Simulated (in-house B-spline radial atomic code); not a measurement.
# Ionising Bi VIII (Bi7+) with different functionals

Computed with an all-electron radial atomic-structure program (B-spline basis): scalar-relativistic (spin-free X2C) Hamiltonian, Fermi nucleus of rms radius 5.5211 fm, spin-polarised at highest spin, spherical fractional occupations for the functionals, and exact exchange of hybrids averaged over the configuration. The ionisation energy is the difference of two self-consistent energies, [Xe] 4f14 5d8 → [Xe] 4f14 5d7, without Breit or QED terms; ε is the level of the shell that loses the electron (its least bound occupied spin orbital). There is no spin-orbit coupling in this Hamiltonian.

| method | rung | ΔSCF (eV) | -ε(5d) (eV) |
| --- | --- | --- | --- |
| PBE0 | global hybrid | 124.60 | 118.02 |
| B3LYP | global hybrid | 124.63 | 117.52 |
| TPSSh | global hybrid | 124.53 | 116.45 |
| BHandHLYP | global hybrid | 124.41 | 120.34 |
| r2SCAN0 | global hybrid | 124.67 | 118.17 |
| B97-1 | global hybrid | 124.65 | 117.64 |
| HSE06 | range-separated hybrid | 124.52 | 117.53 |
| wB97X | range-separated hybrid | 124.35 | 120.41 |
| CAM-B3LYP | range-separated hybrid | 124.57 | 119.46 |
| LC-wPBE | range-separated hybrid | 124.50 | 120.73 |

(1) Among the functionals, which spreads more, the ΔSCF values or the orbital energies?

(2) How do they compare with the NIST value?

Answers

(1) The orbital energies: ΔSCF values span about 0.32 eV and the orbital energies 4.28 eV; here energy differences depend much less on the functional than eigenvalues do.

(2) NIST lists 122 eV ± 2.1 (tabulated theory, ground level to ground level). Errors run from +2.35 to +2.67 eV; all lie within about twice that uncertainty, so the table can't rank the methods.
